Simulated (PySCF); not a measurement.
**Spinor energies of C⁵⁺ (carbon, charge +5)**

Start: 1s1; 1s1/2 filled at m_j = +1/2. Calculated with PySCF 2.14 in an uncontracted even-tempered set (15 s from 1.8 bohr⁻², ratio 2.4; 8 p from 2.3 bohr⁻², ratio 2.4; 3 d from 6.5 bohr⁻², ratio 2.6; 3 f from 9.7 bohr⁻², ratio 2.6): generalised Hartree-Fock with the X2C-1e Hamiltonian and a Gaussian nucleus; one run each with spin-orbit coupling (SO) switched off, then screened by Boettger's factors, then bare.

| spinor shell | electrons | ε, spin-free (eV) | ε, screened SO (eV) | ε, bare SO (eV) | weight of nominal j (screened SO) | rms radius, screened SO (bohr) |
| --- | --- | --- | --- | --- | --- | --- |
| 1s1/2 | 1 | -490.04 | -490.04 | -490.04 | 1.000 | 0.288 |

```tsv
quantity	spin-free	screened SO	bare SO
E (hartree)	-18.00862	-18.00862	-18.00862
M_J	1/2	1/2	1/2
⟨J²⟩	0.750	0.750	0.750
⟨L²⟩	0.000	0.000	0.000
⟨S²⟩	0.750	0.750	0.750
```

Without spin-orbit coupling the j labels of p, d and f shells carry no meaning; the spin-free column gives the mean over the occupied spinors of each nl shell.
